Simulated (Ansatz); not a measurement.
Species: MgCl₂, charge 0, singlet. MgCl2 (SMILES [Cl][Mg][Cl]).
B3LYP-D3(BJ)/def2-TZVP minimum from Ansatz (a program for electronic structure):
```
Mg
Cl 1 2.1757
Cl 1 2.1757 2 180.00
```
Charge 0, spin multiplicity 1.

Wanted: atomisation energy (electronic, to ground-state atoms), in kcal/mol. UHF or UKS for unpaired electrons; spin-orbit terms are left out. Cores are frozen in correlated methods. No relativity. CBS(X,Y): correlation extrapolated as X^-3, Hartree-Fock from the larger set. A bracket is a step between two methods taken in the basis named. For partners of very few electrons the exact lower level stands in for a higher one.

CCSD(T)/CBS(def2-TZVPP,def2-QZVPP) + [CCSDT(Q) - CCSD(T)]/def2-TZVPP + [CCSDTQ - CCSDT(Q)]/def2-SVP (Ansatz) gives 191.5 kcal/mol.

Question: What does PBE/def2-TZVPD (Ansatz) give here, and how do the other levels compare?

Answer: PBE gives 185.3 kcal/mol, 6.2 kcal/mol below it. Differences of the others: r2SCAN/def2-TZVPD (Ansatz) 1.6; B3LYP/def2-TZVPD (Ansatz) -12.7; PBE0/def2-TZVPD (Ansatz) -6.5; wB97M-V/def2-TZVPD (Ansatz) -6.0; CCSD(T)/CBS(def2-TZVPP,def2-QZVPP) (Ansatz) 0.0 kcal/mol. Nearer than PBE: r2SCAN/def2-TZVPD, wB97M-V/def2-TZVPD, CCSD(T)/CBS(def2-TZVPP,def2-QZVPP).
